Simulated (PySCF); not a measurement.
**Frontier orbitals and the lowest excitations**

C₅H₅FO.
Geometry (GFN2-xTB, Å), atoms numbered from 1 in this order:
```xyz
12
C5H5FO angstrom
C     -1.5727   -1.2345   -0.0386
C     -0.9323   -0.1784   -0.5253
C      0.3482    0.3355   -0.0511
C      1.0998   -0.2816    1.0623
O      0.7748   -1.2453    1.7031
C      0.8655    1.4185   -0.6544
F      2.0270    1.9699   -0.3015
H     -1.1813   -1.8159    0.7767
H     -2.5176   -1.5443   -0.4519
H     -1.3605    0.3825   -1.3478
H      2.0482    0.2446    1.2783
H      0.4021    1.9484   -1.4760
```

Method used: PySCF 2.14.0, density-fitted response routines, TDDFT CAM-B3LYP/def2-SVPD, vertical, gas phase, core orbitals frozen in the response.

Frontier orbitals with the atoms that hold most of them (Löwdin shares over 4%, at most four atoms; ? is withheld):

```
orbital  ε (eV)                           atoms
 HOMO-3  -12.08  C1 27%, C2 17%, H8 11%, H9 11%
 HOMO-2  -11.02  C2 22%, C3 22%, O5 16%, C1 12%
 HOMO-1   -9.12                               ?
   HOMO   -8.53                               ?
   LUMO       ?  C6 28%, O5 19%, C4 19%, C3 14%
 LUMO+1    0.71  C1 27%, C2 23%, C4 12%, O5 10%
 LUMO+2    1.16  C6 34%, H12 15%, F7 12%, C2 9%
```

(1) Which atoms hold the HOMO, and with what shares?

(2) Give the leading atoms of the HOMO-1.

(3) What is the LUMO energy, and the HOMO–LUMO gap?

Answers

(1) C1 (bonded to C and 2 H) 26%; C2 (bonded to 2 C and H) 22%; C6 (bonded to C, F and H) 16%; C3 (bonded to 3 C) 15%.

(2) O5 (bonded to C) 57%; C4 (bonded to C, O and H) 15%; H11 (bonded to C) 9%; C3 (bonded to 3 C) 8%. By element: oxygen 57%, carbon 23% or more, hydrogen 9% or more.

(3) ε(LUMO) = -1.00 eV; the gap is 7.52 eV (0.2765 hartree).

The HOMO–LUMO gap is 7.52 eV. Where does the response calculation put the lowest singlet, and from which orbitals?

S1 is at 3.73 eV (f = 0.0005), 3.79 eV below the gap, made of HOMO-1→LUMO (88%), HOMO-1→LUMO+1 (9%). Its leading pair isn't HOMO and LUMO; the energies of that pair differ by 8.11 eV. Without the coupling terms of the response equations the lowest excitation would equal the gap.

One configuration dominates each of S1, S2, S3, S4 and S6. Which, and how do the shares of the two leading atoms of either orbital change from the occupied to the empty one?

- S1 (3.73 eV, f 0.0005), HOMO-1→LUMO (88%): O5 57% → 19%, C4 15% → 19%, C6 at most 9% → 28%
- S2 (4.89 eV, f 0.168), HOMO→LUMO (94%): C1 26% → at most 15%, C2 22% → at most 15%, C6 16% → 28%, O5 at most 16% → 19%
- S3 (6.20 eV, f 0.0003), HOMO-1→LUMO+1 (83%): O5 57% → 10%, C4 15% → 12%, C1 at most 9% → 27%, C2 at most 9% → 23%
- S4 (6.44 eV, f 0.354), HOMO→LUMO+1 (88%): C1 26% → 27%, C2 22% → 23%
- S6 (6.97 eV, f 0.260), HOMO-2→LUMO (89%): C2 22% → at most 15%, C3 22% → 14%, C6 at most 13% → 28%, O5 16% → 19%

One conformer stands for the species.
